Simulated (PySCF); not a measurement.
C3H13NSi2, SMILES CC(C)N([SiH3])[SiH3].

Geometry optimised at B3LYP-D3(BJ)/def2-SVP. Other conformers were not sampled.

Two levels are set side by side: PBE/def2-TZVP (PySCF) and M06-2X/def2-TZVP (PySCF). Same geometry, gas phase. Differences are taken from unrounded values.

| quantity | M06-2X |
|---|---|
| orbital gap (eV) | 9.15 |
| highest occupied level (eV) | -8.18 |
| lowest empty level (eV) | 0.97 |
| dipole moment (D) | 1.11 |

### Question
What does PBE give, and how far is it from M06-2X? (Estimate from the structure and the level; the computed values follow.)

### Answer

| quantity | PBE | PBE minus M06-2X |
|---|---|---|
| orbital gap (eV) | 5.01 | -4.14 |
| highest occupied level (eV) | -5.66 | 2.52 |
| lowest empty level (eV) | -0.65 | -1.62 |
| dipole moment (D) | 1.20 | 0.09 |

Without exact exchange PBE keeps part of each electron's self-repulsion, which lifts occupied levels and narrows the gap. Differences between two approximate levels are no errors against the true value.

Rough cost on one machine, each run with all the roots and properties that it gave: M06-2X against PBE within a factor of 2.
